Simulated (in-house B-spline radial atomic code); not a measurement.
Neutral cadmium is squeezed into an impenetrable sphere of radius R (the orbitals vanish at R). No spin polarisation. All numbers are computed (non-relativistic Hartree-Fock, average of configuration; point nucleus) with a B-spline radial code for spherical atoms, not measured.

Energies in eV above the free atom in [Kr] 4d10 5s2:

```tsv
R (bohr)	highest level (eV)	[Kr] 4d10 5s2	[Kr] 4d10 5s1 5d1	[Kr] 4d10 4f1 5s1	-dE/dV in [Kr] 4d10 5s2 (GPa)
9.69	-7.17	0.02065	6.868	9.539	0.0216
6.62	-6.64	0.6022	10.61	15.27	1.26
4.88	-4.47	3.956	19.58	25.28	16.1
3.98	-0.35	11.6	33.73	37.69	80.9
3.71	2.07	16.57	41.63	43.95	141
3.19	10.3	35.19	67.97	63.78	462
2.4	48.3	141.8	194	159.1	4270
2.11	84.7	263.4	325.4	263.5	11500
1.94	119	392.1	460.1	373.9	21700
1.42	377	1600	1678	1428	206000
```

Q: Does [Kr] 4d10 5s1 5d1 fall below [Kr] 4d10 5s2 under compression?

A: No, it stays above over the whole range.

Q: Does [Kr] 4d10 4f1 5s1 fall below [Kr] 4d10 5s2 under compression?

A: Yes, between R = 2.11 and 1.94 bohr the order changes (near 2.11 bohr by linear interpolation).

The highest level is first positive in the row R = 3.71 bohr, pushed up by confinement above the zero of the free ion's potential. Each configuration is held fixed and needn't be the lowest in the sphere.
